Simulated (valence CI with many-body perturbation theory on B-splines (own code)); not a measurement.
E1 line list for Nb²⁸⁺

Level of theory: relativistic CI+MBPT: three valence electrons over a frozen Dirac-Fock core [Ne], radial functions for each j: 11 s, 11 p, 9 d, 7 f, 5 g, 2 h, 1 i, with the one-electron correlation potential Σ1, the two-electron term Σ2, the three-electron term Σ3, Breit, model QED; selected CI, second order for the rest (own B-spline code, finite nucleus).

No measured spectrum was set against this ion. As an estimate, large intervals hold to a few tenths of a per cent, small ones and those within an open d or f shell to about a per cent.

Lines 51 to 100 of 280 in falling wavelength, among levels below 2589200 cm⁻¹, chosen from the strongest by gf and those to the six lowest levels. Wavelengths and rates use the calculated energies. Electric multipoles are in the length gauge, E1 and E2 with the static RPA response of the core. Weak lines are less certain than strong ones. Lines between different terms over intervals too small for the method are left out, as are lines whose strength nearly cancels. Where a level lies close to another of its J and parity, the split of strength between their lines is uncertain. The highest levels of a list are the least certain.

Names give the largest LS component (configuration and term), which can be under half, so a name can repeat, a term be missing and a line seem to break the LS rules; names also repeat where a configuration has a term twice. Letters in brackets count levels of one name in rising energy.

```csv
λ vac (nm),Upper,Lower,A (s⁻¹),log gf,Branch %
14.50,3p2 3d 4F_3/2,3s 3p 3d 4F°_3/2,9.79e+09,-0.91,20.3
14.35,3p3 4S°_3/2,3s 3p2 2D_3/2,2.21e+09,-1.56,3.1
14.26,3s 3p 3d 4P°_5/2,3s 3p2 2D_5/2,4.71e+09,-1.06,6.8
14.15,3s 3p 3d 2F°_7/2 [a],3s2 3d 2D_5/2,4.04e+09,-1.01,6.1
14.13,3p2 3d 4D_7/2,3s 3p 3d 2D°_5/2 [a],1.20e+10,-0.54,16.4
14.10,3p3 2D°_3/2,3s 3p2 4P_3/2,5.78e+09,-1.16,13.9
14.07,3s 3p 3d 4F°_5/2,3s 3p2 2D_3/2,6.83e+08,-1.92,4.7
13.80,3p2 3d 2G_7/2,3s 3p 3d 2F°_5/2 [a],2.68e+10,-0.21,56.7
13.78,3p2 3d 2F_7/2 [a],3s 3p 3d 4F°_7/2,5.91e+09,-0.87,15.6
13.74,3p2 3d 4F_7/2,3s 3p 3d 4P°_5/2,2.00e+10,-0.34,35.5
13.52,3p2 3d 2F_5/2,3s 3p 3d 4F°_5/2,7.76e+09,-0.89,22.5
13.30,3s 3p 3d 4F°_3/2,3s 3p2 4P_5/2,7.71e+09,-1.09,40.6
13.29,3p2 3d 4P_5/2,3s 3p 3d 2D°_5/2 [a],7.20e+09,-0.94,4.3
13.27,3p2 3d 4F_7/2,3s 3p 3d 4F°_7/2,8.73e+09,-0.73,15.4
13.24,3p3 2D°_5/2,3s 3p2 4P_5/2,8.99e+08,-1.85,14.3
13.10,3p2 3d 2F_7/2 [b],3s 3p 3d 2F°_7/2 [a],3.95e+10,-0.09,24.6
13.08,3p2 3d 4D_7/2,3s 3p 3d 4D°_7/2,1.37e+10,-0.55,18.7
13.00,3p2 3d 2D_5/2 [b],3s 3p 3d 2P°_3/2 [a],4.27e+10,-0.19,29.1
12.94,3s 3p2 2D_3/2,3s2 3p 2P°_1/2,1.89e+10,-0.72,94.9
12.77,3s 3p 3d 2F°_7/2 [b],3s2 3d 2D_5/2,8.73e+10,0.23,70.3
12.77,3p2 3d 2P_1/2 [a],3s 3p 3d 2D°_3/2 [a],2.49e+10,-0.91,18.7
12.76,3s 3p 3d 4D°_3/2,3s 3p2 2D_3/2,3.73e+09,-1.44,3.8
12.76,3s 3p 3d 4P°_5/2,3s 3p2 2D_3/2,5.66e+08,-2.08,0.8
12.74,3p2 3d 4F_9/2 [a],3s 3p 3d 4F°_7/2,1.52e+10,-0.43,36.0
12.72,3s 3p 3d 4D°_1/2,3s 3p2 2D_3/2,1.23e+09,-2.22,1.1
12.70,3p3 4S°_3/2,3s 3p2 4P_5/2,1.61e+10,-0.81,22.6
12.68,3s 3p 3d 2D°_3/2 [b],3s 3p2 2P_3/2,3.00e+10,-0.54,17.2
12.68,3p2 3d 2F_5/2,3s 3p 3d 4F°_3/2,9.40e+09,-0.87,27.2
12.64,3p2 3d 4F_9/2 [b],3s 3p 3d 4D°_7/2,8.74e+09,-0.68,15.6
12.58,3p2 3d 4D_5/2,3s 3p 3d 4F°_7/2,1.42e+10,-0.69,16.2
12.48,3p2 3d 4F_7/2,3s 3p 3d 4F°_5/2,1.03e+10,-0.72,18.2
12.48,3s 3p 3d 4F°_5/2,3s 3p2 4P_5/2,5.73e+09,-1.10,39.3
12.48,3s 3p 3d 2F°_5/2 [b],3s2 3d 2D_3/2,5.01e+10,-0.15,29.3
12.44,3p2 3d 4P_3/2 [b],3s 3p 3d 4D°_5/2,1.63e+10,-0.82,9.9
12.44,3p2 3d 2D_3/2,3s 3p 3d 2F°_5/2 [a],3.60e+10,-0.48,38.7
12.43,3s 3p 3d 4F°_3/2,3s 3p2 4P_3/2,2.28e+09,-1.68,12.0
12.43,3s 3p 3d 2P°_1/2 [a],3s2 3d 2D_3/2,2.48e+10,-0.94,20.5
12.38,3p2 3d 2D_5/2 [a],3s 3p 3d 4P°_5/2,2.17e+10,-0.52,15.9
12.38,3p3 2D°_5/2,3s 3p2 4P_3/2,3.76e+07,-3.28,0.6
12.38,3p2 3d 2D_5/2 [a],3s 3p 3d 4D°_3/2,1.24e+10,-0.77,9.1
12.37,3p2 3d 4D_7/2,3s 3p 3d 4F°_9/2,1.60e+10,-0.53,21.9
12.36,3p2 3d 4P_5/2,3s 3p 3d 4D°_7/2,9.01e+09,-0.91,5.4
12.36,3s 3p 3d 2D°_3/2 [a],3s 3p2 2D_5/2,1.99e+10,-0.74,22.1
12.35,3p3 2P°_1/2,3s 3p2 2D_3/2,5.16e+10,-0.63,70.2
12.35,3p2 3d 4P_5/2,3s 3p 3d 4D°_5/2,1.24e+10,-0.77,7.4
12.34,3p2 3d 2D_5/2 [b],3s 3p 3d 2F°_5/2 [a],1.66e+10,-0.64,11.3
12.30,3p2 3d 4P_3/2 [a],3s 3p 3d 4D°_3/2,1.25e+10,-0.94,8.2
12.25,3s 3p 3d 2D°_3/2 [a],3s 3p2 2P_1/2,1.22e+10,-0.96,13.5
12.22,3p2 3d 2P_3/2 [a],3p3 2D°_5/2,2.65e+10,-0.63,36.0
12.21,3p2 3d 2F_7/2 [a],3p3 2D°_5/2,1.88e+10,-0.47,49.5
```

How does gf follow from A for the line at 13.74 nm?

gf = 1.4992 × (2J+1)_upper × A / σ², with σ = 727964 cm⁻¹ and 2J+1 = 8: gf = 0.453.
